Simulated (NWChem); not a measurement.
System: C₄H₃F; SMILES C#CC(=C)F

The following NWChem deck was run.

```
start job
memory heap 200 mb stack 700 mb global 900 mb
geometry units angstroms noautoz
  C      0.055319     2.194659     0.000000
  C     -0.002349     0.971175     0.000000
  C     -0.056632    -0.455627     0.000000
  C     -1.179230    -1.202767     0.000000
  F      1.158001    -1.050972     0.000000
  H      0.102714     3.275041     0.000000
  H     -2.162790    -0.716849     0.000000
  H     -1.111424    -2.299685     0.000000
end
basis spherical
  C library 6-31g*
  F library 6-31g*
  H library 6-31g*
end
dft
  xc xpbe96 cpbe96
  iterations 150
  mulliken
end
task dft energy
```

The geometry was optimised at PBE-D3(BJ)/def2-SVP.

**Question.** Predict the main results of this run. (PBE/6-31G* (spherical d).) Quantities: energy (Ha); highest occupied level (eV); orbital gap (eV); dipole (D).

**Answer.** The energy (Ha) comes out as -253.66 and the highest occupied level (eV) is -5.80. The orbital gap (eV) is 4.16 and the dipole (D) is 1.27.
